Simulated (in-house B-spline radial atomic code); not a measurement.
# Binding energies in Ni II (Ni+)

NIST's tabulated ground configuration is [Ar] 3d9; each binding energy is the energy of the ion with one electron taken from that subshell, relaxed, less that of the parent. Method: Dirac-Hartree-Fock, average of configuration, Fermi nucleus of rms radius 3.7757 fm. Calculated with a B-spline radial code for spherical atoms. Energies include first-order Breit, QED and recoil terms.

```json
{"subshell": "2s", "X-ray name": "L1", "binding energy (eV)": "1028.2", "-ε (eV)": "1053.2", "relaxation (eV)": "23.8"}
{"subshell": "2p1/2", "X-ray name": "L2", "binding energy (eV)": "887.6", "-ε (eV)": "914.3", "relaxation (eV)": "25.5"}
{"subshell": "2p3/2", "X-ray name": "L3", "binding energy (eV)": "870.5", "-ε (eV)": "896.5", "relaxation (eV)": "25.2"}
{"subshell": "3s", "X-ray name": "M1", "binding energy (eV)": "131.7", "-ε (eV)": "138.4", "relaxation (eV)": "6.5"}
{"subshell": "3p1/2", "X-ray name": "M2", "binding energy (eV)": "88.08", "-ε (eV)": "94.20", "relaxation (eV)": "6.01"}
{"subshell": "3p3/2", "X-ray name": "M3", "binding energy (eV)": "85.96", "-ε (eV)": "91.86", "relaxation (eV)": "5.84"}
{"subshell": "3d", "X-ray name": "M4,5", "binding energy (eV)": "16.61", "-ε (eV)": "20.75", "relaxation (eV)": "4.15"}
```

Relaxation = -ε minus the binding energy without Breit, QED and recoil terms.

Emission lines follow as differences of binding energies, with λ = 12398.42 eV·Å / E:

```csv
line,holes,energy (eV),wavelength (Å)
L1-M3,2s → 3p3/2,942.2,13.158
L3-M1,2p3/2 → 3s,738.8,16.782
```

Task: What does it cost to remove both a 3p1/2 and a 3d electron?

Result: 122.87 eV, which is 18.18 eV more than the two single binding energies together.

Task: What does it cost to remove both a 2p3/2 and a 3p1/2 electron?

Result: 981.72 eV, which is 23.11 eV more than the two single binding energies together.

Task: What does it cost to remove both a 3p3/2 and a 3d electron?

Result: 120.7 eV, which is 18.12 eV more than the two single binding energies together.
